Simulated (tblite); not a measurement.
C5H9Ge (doublet state).
Atom-mapped SMILES: `[CH2:1]=[CH:2][Ge@H:3]1[CH:4][CH2:5][CH2:6]1` (hydrogens: H7, H8 on C1; H9 on C2; H10 on Ge3; H11 on C4; H12, H13 on C5; H14, H15 on C6)
Bond orders are those of one Lewis drawing.

Computed with GFN2-xTB (tblite), gas phase: L-BFGS steps from a force-field or distance-geometry start until the largest atomic force falls under 0.01 eV/Å.

Step 44: E = -463.9689 eV
```
atom  x, y, z in Å  |  force x, y, z in eV/Å
C1      3.0347   -0.1892   -0.4028   -0.008  -0.005   0.003
C2      1.8447   -0.0461    0.1526   -0.011   0.022   0.001
Ge3     0.1817    0.3447   -0.8345   -0.042  -0.014  -0.007
C4     -1.1704   -1.0309   -0.9061    0.024   0.011  -0.035
C5     -2.0815   -0.3680    0.0688    0.030  -0.017  -0.009
C6     -1.3910    1.0026    0.2266   -0.026  -0.006   0.026
H7      3.9182   -0.4144    0.1762    0.015  -0.016   0.004
H8      3.1817   -0.0889   -1.4665   -0.020   0.041  -0.011
H9      1.7362   -0.1656    1.2226    0.001  -0.021   0.014
H10     0.5555    1.0704   -2.1240    0.011  -0.032  -0.030
H11    -1.3868   -1.9741   -1.3790    0.004  -0.006   0.025
H12    -2.1111   -0.9179    1.0176   -0.037   0.027  -0.001
H13    -3.1197   -0.3043   -0.2770    0.036   0.006  -0.008
H14    -1.9560    1.7916   -0.2642    0.006   0.010  -0.004
H15    -1.2406    1.2982    1.2618    0.017   0.001   0.031
```

Step 45: E = -463.9694 eV
```
atom  x, y, z in Å  |  force x, y, z in eV/Å
C1      3.0345   -0.1882   -0.4037   -0.011   0.019   0.009
C2      1.8456   -0.0480    0.1545   -0.036   0.018  -0.005
Ge3     0.1828    0.3411   -0.8345   -0.056  -0.010   0.023
C4     -1.1721   -1.0314   -0.9069    0.009   0.002  -0.035
C5     -2.0828   -0.3671    0.0673    0.026  -0.011  -0.007
C6     -1.3904    1.0019    0.2271    0.001  -0.002   0.020
H7      3.9200   -0.4066    0.1739    0.030  -0.030   0.007
H8      3.1780   -0.0845   -1.4676   -0.016   0.034  -0.009
H9      1.7362   -0.1684    1.2245    0.012  -0.020   0.006
H10     0.5596    1.0654   -2.1222    0.013  -0.025  -0.046
H11    -1.3889   -1.9773   -1.3753    0.010   0.000   0.024
H12    -2.1157   -0.9190    1.0148   -0.036   0.030   0.003
H13    -3.1206   -0.2984   -0.2791    0.037  -0.005  -0.013
H14    -1.9539    1.7927   -0.2633    0.012   0.004   0.007
H15    -1.2368    1.2961    1.2627    0.005  -0.003   0.017
```

Step 46: E = -463.9700 eV
```
atom  x, y, z in Å  |  force x, y, z in eV/Å
C1      3.0346   -0.1866   -0.4045   -0.014   0.044   0.014
C2      1.8466   -0.0492    0.1564   -0.049   0.007  -0.008
Ge3     0.1830    0.3371   -0.8340   -0.046   0.006   0.043
C4     -1.1733   -1.0323   -0.9077   -0.020  -0.018  -0.030
C5     -2.0839   -0.3664    0.0657    0.012  -0.001   0.000
C6     -1.3899    1.0012    0.2284    0.032   0.002   0.008
H7      3.9225   -0.3993    0.1714    0.030  -0.039   0.002
H8      3.1746   -0.0784   -1.4686   -0.012   0.025   0.000
H9      1.7369   -0.1717    1.2265    0.020  -0.018  -0.006
H10     0.5639    1.0579   -2.1217    0.012  -0.020  -0.055
H11    -1.3919   -1.9804   -1.3715    0.021   0.013   0.025
H12    -2.1223   -0.9200    1.0117   -0.030   0.031   0.009
H13    -3.1206   -0.2917   -0.2823    0.032  -0.017  -0.021
H14    -1.9520    1.7938   -0.2617    0.020  -0.005   0.021
H15    -1.2326    1.2939    1.2644   -0.008  -0.008   0.000
```

Step 47: E = -463.9707 eV
```
atom  x, y, z in Å  |  force x, y, z in eV/Å
C1      3.0335   -0.1847   -0.4050   -0.011   0.064   0.014
C2      1.8462   -0.0495    0.1583   -0.048  -0.009  -0.008
Ge3     0.1823    0.3346   -0.8336   -0.015   0.028   0.041
C4     -1.1737   -1.0330   -0.9088   -0.040  -0.015  -0.009
C5     -2.0838   -0.3657    0.0641   -0.008   0.009   0.007
C6     -1.3895    1.0012    0.2298    0.057   0.001  -0.004
H7      3.9241   -0.3951    0.1684    0.016  -0.042  -0.007
H8      3.1703   -0.0703   -1.4694   -0.009   0.015   0.015
H9      1.7368   -0.1759    1.2282    0.024  -0.015  -0.017
H10     0.5695    1.0496   -2.1231    0.007  -0.017  -0.052
H11    -1.3927   -1.9838   -1.3661    0.026   0.005   0.015
H12    -2.1291   -0.9211    1.0085   -0.020   0.028   0.019
H13    -3.1188   -0.2850   -0.2860    0.014  -0.028  -0.033
H14    -1.9519    1.7947   -0.2591    0.028  -0.009   0.033
H15    -1.2276    1.2922    1.2660   -0.021  -0.014  -0.015
```

Q: Estimate the geometry and energy of step 48. (The exact step hangs on the optimiser's Hessian estimate; all steps are aligned on step 47, rigid shifts and turns removed.)

A: E = -463.9715 eV, largest force 0.075 eV/Å
```
atom  x, y, z in Å  |  force x, y, z in eV/Å
C1      3.0340   -0.1805   -0.4054   -0.010   0.072   0.018
C2      1.8468   -0.0491    0.1599   -0.021  -0.026  -0.007
Ge3     0.1814    0.3313   -0.8315    0.028   0.042   0.014
C4     -1.1744   -1.0350   -0.9081   -0.059  -0.026   0.008
C5     -2.0845   -0.3648    0.0630   -0.030   0.015   0.014
C6     -1.3884    1.0009    0.2321    0.058  -0.006  -0.016
H7      3.9276   -0.3912    0.1651   -0.017  -0.034  -0.020
H8      3.1681   -0.0596   -1.4700   -0.008   0.008   0.029
H9      1.7393   -0.1805    1.2296    0.021  -0.013  -0.023
H10     0.5744    1.0367   -2.1264   -0.003  -0.016  -0.036
H11    -1.3972   -1.9867   -1.3626    0.039   0.019   0.017
H12    -2.1403   -0.9213    1.0060   -0.006   0.030   0.022
H13    -3.1167   -0.2775   -0.2929   -0.004  -0.035  -0.039
H14    -1.9512    1.7955   -0.2551    0.039  -0.011   0.042
H15    -1.2234    1.2899    1.2686   -0.027  -0.020  -0.023
```

The energy changes by -0.0008 eV. The first-order estimate −F·Δx gives -0.0011 eV and the mean of the old and new forces, exact on a quadratic surface, -0.0008 eV. The step makes an angle of 76° with the force vector and moves no atom by more than 0.014 Å.

The cost below is that of the whole relaxation. Hardware: Arm Neoverse V2, one thread, no GPU (shared host). Cost: 0.51 s wall.
